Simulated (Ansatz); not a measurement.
Geometry optimisation, Ansatz 0.2.0, RKS B3LYP/def2-SVP.

Input:

```yaml
crystal:
  periodic: [false, false, false]
  atoms:
    - { symbol: Sn, position_ang: [-0.371417, -0.137478, -1.432071] }
    - { symbol: H, position_ang: [0.51318, -1.053091, -0.291265] }
    - { symbol: H, position_ang: [-0.461607, -1.112644, -2.848464] }
    - { symbol: H, position_ang: [-1.94705, 0.149522, -0.834284] }
    - { symbol: H, position_ang: [0.474874, 1.306268, -1.776399] }
    - { symbol: H, position_ang: [0.194902, 1.154311, 1.904246] }
    - { symbol: F, position_ang: [-0.145707, 1.696201, 1.253119] }
    - { symbol: H, position_ang: [0.815467, -1.18308, 1.597148] }
    - { symbol: F, position_ang: [0.927358, -0.819909, 2.42807] }
basis:
  gaussian: { orbitals: def2-SVP }
hamiltonian:
  xc: b3lyp
relax:
  f_tol: 0.03
  max_steps: 50
```

Command:

```bash
$ ansatz run input.yaml --threads 2 --pin off --max-ram 3072MiB --backend cpu --events-out ev --progress --plain --runs-dir out
```

**Question.** Where does it end, and by what steps?

**Answer.** The run converged. After 6 steps the energy has fallen by 0.172 eV; H8 moved furthest, 0.35 Å.

```tsv
step	energy less start (eV)	largest force component (eV/Å)	accepted
0	0.0000	1.055	yes
1	-0.1136	0.409	yes
2	-0.1608	0.360	yes
3	-0.1264	0.608	no
4	-0.1704	0.117	yes
5	-0.1711	0.062	yes
6	-0.1716	0.007	yes
```

```xyz
9
Properties=species:S:1:pos:R:3
Sn -0.349 -0.125 -1.337
H 0.561 -1.084 -0.198
H -0.445 -1.131 -2.732
H -1.911 0.153 -0.711
H 0.532 1.291 -1.694
H 0.209 0.895 1.834
F -0.104 1.572 1.260
H 0.742 -0.948 1.346
F 0.766 -0.624 2.234
```

Whether the end is a true minimum wasn't checked by a vibrational analysis.

Run time: 23 s on 2 threads of Arm Neoverse N1, with other jobs on the host, peak memory 0.17 GiB.
